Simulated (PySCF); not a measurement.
Species: C3H5ClO2Si.
Bonds: Cl1–C2, C2–C3 (double), C3–O4, O4–Si5, Si5–O6, O6–C7, C2–C7. Hydrogens: H8 on C3; H9, H10 on Si5; H11, H12 on C7.

Method: PySCF, PBE0-D3(BJ)/def2-SVP geometry optimisation, gas phase; density fitting, grid level 1; the optimiser is geomeTRIC in internal coordinates, started from a GFN2-xTB structure with every atom displaced at random (about 0.01 Å).

Step 4: E = -27660.6503 eV
```
atom  x, y, z in Å  |  force x, y, z in eV/Å
Cl1     2.7610    0.8897   -0.4525   -0.018  -0.029   0.008
C2      1.2285    0.1610   -0.0972   -0.013   0.008  -0.003
C3      1.1607   -1.1408    0.2204    0.089   0.028  -0.027
O4      0.0197   -1.8143    0.4839   -0.034  -0.025   0.031
Si5    -1.4741   -1.0367    0.4547   -0.003   0.033   0.005
O6     -1.1367    0.5737    0.2936    0.009   0.008   0.019
C7      0.0681    1.1113   -0.1916    0.002   0.006  -0.013
H8      2.0625   -1.7558    0.2821    0.004  -0.001  -0.005
H9     -2.2487   -1.5727   -0.6945   -0.011  -0.010  -0.007
H10    -2.1708   -1.2608    1.7439   -0.012  -0.019  -0.016
H11    -0.0544    1.4379   -1.2424   -0.002   0.003  -0.001
H12     0.3078    2.0171    0.3920   -0.012  -0.002   0.007
```

Step 5: E = -27660.6508 eV
```
atom  x, y, z in Å  |  force x, y, z in eV/Å
Cl1     2.7611    0.8859   -0.4579   -0.007  -0.010   0.003
C2      1.2284    0.1610   -0.0984   -0.010   0.004   0.000
C3      1.1618   -1.1402    0.2214    0.035   0.015  -0.019
O4      0.0202   -1.8130    0.4887   -0.012  -0.009   0.029
Si5    -1.4741   -1.0355    0.4558    0.008   0.013  -0.018
O6     -1.1361    0.5751    0.2964    0.002  -0.003   0.022
C7      0.0683    1.1121   -0.1911   -0.001   0.003  -0.011
H8      2.0639   -1.7550    0.2818    0.000  -0.004  -0.004
H9     -2.2454   -1.5726   -0.6960   -0.003   0.000  -0.003
H10    -2.1766   -1.2645    1.7406   -0.008  -0.008  -0.007
H11    -0.0561    1.4389   -1.2416    0.001   0.001   0.003
H12     0.3082    2.0176    0.3928   -0.004  -0.001   0.004
```

Step 6: E = -27660.6519 eV
```
atom  x, y, z in Å  |  force x, y, z in eV/Å
Cl1     2.7577    0.8746   -0.4847    0.015   0.023  -0.007
C2      1.2268    0.1595   -0.1038   -0.006  -0.013   0.008
C3      1.1636   -1.1392    0.2269   -0.037   0.014  -0.017
O4      0.0231   -1.8083    0.5118   -0.004   0.011   0.033
Si5    -1.4733   -1.0328    0.4579    0.036  -0.030  -0.053
O6     -1.1338    0.5788    0.3101    0.001  -0.015   0.022
C7      0.0683    1.1137   -0.1872   -0.019  -0.006  -0.005
H8      2.0665   -1.7531    0.2817   -0.009  -0.011  -0.001
H9     -2.2251   -1.5701   -0.7082    0.009   0.018   0.003
H10    -2.1984   -1.2735    1.7272    0.000   0.008   0.010
H11    -0.0643    1.4422   -1.2363    0.006  -0.001   0.007
H12     0.3125    2.0177    0.3969    0.009   0.001   0.000
```

Step 7: E = -27660.6540 eV
```
atom  x, y, z in Å  |  force x, y, z in eV/Å
Cl1     2.7450    0.8508   -0.5533    0.041   0.059  -0.021
C2      1.2215    0.1547   -0.1170    0.001  -0.037   0.022
C3      1.1651   -1.1374    0.2414   -0.112   0.033  -0.019
O4      0.0300   -1.7955    0.5725   -0.009   0.019   0.038
Si5    -1.4694   -1.0278    0.4616    0.076  -0.092  -0.084
O6     -1.1280    0.5861    0.3452    0.001  -0.007   0.008
C7      0.0671    1.1162   -0.1766   -0.048  -0.022   0.013
H8      2.0688   -1.7515    0.2815   -0.020  -0.021   0.003
H9     -2.1678   -1.5608   -0.7411    0.024   0.042   0.007
H10    -2.2481   -1.2910    1.6927    0.010   0.027   0.030
H11    -0.0851    1.4492   -1.2217    0.014  -0.004   0.010
H12     0.3245    2.0166    0.4072    0.024   0.003  -0.007
```

Q: Estimate the geometry and energy of step 8. (The exact step hangs on the optimiser's Hessian estimate; all steps are aligned on step 7, rigid shifts and turns removed.)

A: E = -27660.6571 eV, largest force 0.193 eV/Å
```
atom  x, y, z in Å  |  force x, y, z in eV/Å
Cl1     2.7136    0.8111   -0.6711    0.054   0.076  -0.037
C2      1.2088    0.1447   -0.1374    0.019  -0.056   0.034
C3      1.1639   -1.1352    0.2670   -0.157   0.077  -0.024
O4      0.0409   -1.7691    0.6786   -0.021  -0.017   0.035
Si5    -1.4584   -1.0202    0.4659    0.102  -0.146  -0.074
O6     -1.1182    0.5969    0.4061   -0.017   0.041  -0.025
C7      0.0629    1.1192   -0.1571   -0.066  -0.045   0.039
H8      2.0651   -1.7542    0.2808   -0.025  -0.025   0.005
H9     -2.0573   -1.5389   -0.7971    0.039   0.062   0.009
H10    -2.3223   -1.3170    1.6288    0.015   0.038   0.046
H11    -0.1208    1.4583   -1.1950    0.019  -0.008   0.006
H12     0.3454    2.0142    0.4232    0.036   0.003  -0.015
```

The energy changes by -0.0031 eV. The first-order estimate −F·Δx gives -0.0035 eV and the mean of the old and new forces, exact on a quadratic surface, -0.0025 eV. The step makes an angle of 87° with the force vector and moves no atom by more than 0.128 Å.

The cost below is that of the whole optimisation. Hardware: one thread, Arm Neoverse V1 (aarch64) (shared host). Cost: 92 s, 0.53 GiB resident at most.
